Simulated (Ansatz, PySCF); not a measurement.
Sb (SMILES [Sb-]), charge -1, triplet (core potentials on Sb) (in this run its highest filled SCF level lies above zero, so its values depend strongly on the basis, on diffuse functions most of all). Base run: BLYP/def2-TZVP run with PySCF.

Here is a job for PySCF.
```python
from pyscf import gto, scf, dft

mol = gto.M(
    atom='''
Sb    0.000000    0.000000    0.000000
''',
    basis='def2-tzvp',
    ecp={'Sb': 'def2-tzvp'},
    charge=-1,
    spin=2,
    verbose=4,
)

mf = dft.UKS(mol)
mf.xc = 'blyp'
mf.kernel()
```

The same geometry, method and basis name were run in Ansatz (a quantum-chemistry and plane-wave program) and PySCF, at each program's defaults and at the settings that a row names. The base is PySCF at its defaults. Differences at the defaults can come from grids, fitting, cores and function types together.

```
code and settings                                                               ΔE vs base (mEh)  basis functions      E (Eh)  SCF cycles
------------------------------------------------------------------------------  ----------------  ---------------  ----------  ----------
PySCF, defaults (exact integrals, its default grid, spherical functions)                   0.000               50  -240.19376          19
Ansatz, defaults (factorised integrals, its default grid, spherical functions)             0.000               50  -240.19376           -
PySCF, density fitting with def2-universal-jkfit                                          -0.012               50  -240.19377          13
PySCF, fine grid                                                                           0.000               50  -240.19376          48
Ansatz, high accuracy                                                                      0.001               50  -240.19376           -
```

Open shells are given as the SCF converged; they aren't shown to be the lowest states, and a large step between rows can be another state.
